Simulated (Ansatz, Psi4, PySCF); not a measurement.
CH4AlO, charge +1, singlet, at a GFN2-xTB geometry (such geometries of metal compounds can be far from the true shape). Base run: BLYP/6-311G** in PySCF.

The PySCF input:
```python
from pyscf import gto, scf, dft

mol = gto.M(
    atom='''
Al    0.01378599   -0.08771531    0.05941353
C    -0.23964694    1.52478693   -1.03280691
H    -0.97632662    2.17684818   -0.54640708
H    -0.60085771    1.23286648   -2.02717849
H     0.71891160    2.05116469   -1.12531413
O     0.22145958   -1.40906733    0.95442481
H     0.34525979   -2.19676333    1.48796681
''',
    basis='6-311g**',
    charge=1,
    verbose=4,
)

mf = dft.RKS(mol)
mf.xc = 'blyp'
mf.kernel()
```

The same geometry, method and basis name were run in Ansatz (a program for electronic structure) and Psi4 and PySCF, at each program's defaults and at the settings that a row names. The base is PySCF at its defaults. Differences at the defaults can come from grids, fitting, cores and function types together.

```
code and settings                                                                             ΔE vs base (mEh)  basis functions      E (Eh)  SCF cycles
--------------------------------------------------------------------------------------------  ----------------  ---------------  ----------  ----------
PySCF, defaults (exact integrals, its default grid, spherical functions)                                 0.000               86  -357.95123          11
Psi4, defaults (density fitting with its default set, its default grid, spherical functions)            -0.018               86  -357.95125          10
Ansatz, defaults (factorised integrals, its default grid, Cartesian functions)                          -0.618               87  -357.95185           -
PySCF, density fitting with def2-universal-jkfit                                                           ___               86         ___          11
PySCF, fine grid                                                                                         0.001               86  -357.95123          11
Psi4, exact integrals, spherical functions, fine grid                                                    0.001               86  -357.95123          12
Ansatz, high accuracy, Cartesian functions as the basis file defines them                               -0.615               87  -357.95184           -
```

Task: Some entries are withheld; supply them.

Result: 
- PySCF, density fitting with def2-universal-jkfit, ΔE vs base (mEh): -0.088
- PySCF, density fitting with def2-universal-jkfit, E (Eh): -357.95132
